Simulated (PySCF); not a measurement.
**Simulated characterisation data**

[PySCF 2.14.0 with density-fitted response routines: B3LYP/pcJ-1 coupling constants (spin–dipole term left out of most H,H and C,H couplings); GIAO PBE0/pcSseg-1 shieldings; PBE0-D3(BJ)/def2-SVP geometry; one computed conformer; no solvent; equivalent nuclei averaged; no relativistic terms]

δ = σ(ref) − σ, references computed at the same level: $^{1}$H (σ = 31.27 ppm) and $^{13}$C (σ = 184.41 ppm) against TMS. Multiplet labels drop J under 1 Hz and among equivalent protons, and merge close values. Unscaled 3J(H,H) run several per cent high. Couplings to H on boron are left out. Carbons bonded to boron are broad in practice. Shifts are as computed. Against solution values, carbons near 30 ppm lie about +2 ppm off and those near 130 ppm about +5 ppm. Of 1313 compounds with measured shifts, 239 miss one by over three times the rms of a fit or turn the order of signals round; such compounds aren't used in these exercises. OH and NH positions are gas-phase values without hydrogen bonding to other molecules.

Compound 1 (C₅H₉BO₂). $^{1}$H NMR (500 MHz, computed): δ 7.01 (dt, J = 17.8, 8.6 Hz, 1H), 6.09 (ddt, J = 17.8, 11.2, 8.6 Hz, 1H), 5.33 (dq, J = 17.8, 2.0 Hz, 1H), 5.25 (dq, J = 11.2, 2.0 Hz, 1H), 5.22 (dt, J = 17.8, 1.8 Hz, 1H), 3.49 (br s, 2H), 2.90 (tq, J = 8.6, 1.8 Hz, 2H). $^{13}$C{$^{1}$H} NMR (computed): δ 162.3 (CH), 144.6 (CH), 126.7 (CH), 122.6 (CH2), 48.2 (CH2). Structure: SMILES C=CC/C=C/B(O)O.

Compound 2 (C₅H₉BO₂). $^{1}$H NMR (500 MHz, computed): δ 6.34 (d of quint, J = 2.3, 1.2 Hz, 1H), 5.65 (dd, J = 1.8, 1.0 Hz, 1H), 5.62 (sext of d, J = 1.9, 1.0 Hz, 1H), 5.54 (td, J = 1.8, 1.1 Hz, 1H), 4.00 (br s, 2H), 1.89 (t, J = 1.6 Hz, 3H). $^{13}$C{$^{1}$H} NMR (computed): δ 155.5, 148.7, 130.7, 128.5, 22.2. Structure: SMILES C=C(C)C(=C)B(O)O.

Compound 3 (C₄H₆BN). $^{1}$H NMR (500 MHz, computed): δ 3.43 (qd, J = 6.0, 4.3 Hz, 2H), 2.31 (t, J = 4.3 Hz, 1H), 2.17 (br, 3H). $^{13}$C{$^{1}$H} NMR (computed): δ 110.5 (C), 81.8 (CH), 70.6 (C), 10.4 (CH2). Structure: SMILES [BH3-][N+]#CCC#C.
